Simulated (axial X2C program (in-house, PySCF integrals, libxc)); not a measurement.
## WGe along the bond: HF, two-component

Computed with an axial X2C code built on PySCF integrals. Two-component (2c) means X2C with spin–orbit coupling and atomic mean-field two-electron Coulomb and Gaunt terms. Basis: W dyall-cv3z [13s14p9d7f4g], Ge dyall-cv3z [9s9p7d4f1g] (cores contracted in-house); Gaussian nuclei, density fitting, unrestricted open shells. Masses: W 183.951 u, Ge 73.921 u.

State: Ω = 3 (⟨Sz⟩ = 1.99, ⟨Lz⟩ = 1.01 at HF). Dipoles are positive if Ge is the positive end.

```
R (Å)   μ (D)  HOMO (eV)  LUMO (eV)
2.088  -2.841      -7.30      -0.08
2.184  -2.940      -7.29      -0.10
2.256  -2.965      -7.25      -0.09
2.328  -2.935      -7.23      -0.09
2.400  -2.853      -7.23      -0.07
2.484  -2.694      -7.25      -0.04
2.568  -2.474      -7.28      -0.04
2.676  -2.108      -7.34      -0.08
2.808  -1.575      -7.45      -0.14
3.000  -0.818      -7.59      -0.23
```

Task: The minimum lies at 2.688 Å. What is the dipole moment there, and its slope?

Result: At HF, 2c, with the sign and origin stated: μ = -2.06 D, dμ/dR = 3.81 D/Å.

Occupations by symmetry block were frozen at the best pattern of an incomplete PBE0 search. PBE0 can misorder states that lie within some tenths of an eV, so this need not be the ground state of the molecule. The nearest other 2c determinant of the search, Ω = 1, lies 0.16 eV up at the distance of the search. With several unpaired electrons one determinant need not be a pure state. Open-shell Ω = 0 determinants with evenly filled partner blocks cannot be reached by this program, so the Ω shown need not be the lowest component. The determinant is spin-polarised beyond a pure state at some levels (its spin-free form has ⟨S²⟩ too high), which makes Re and μ there less reliable.
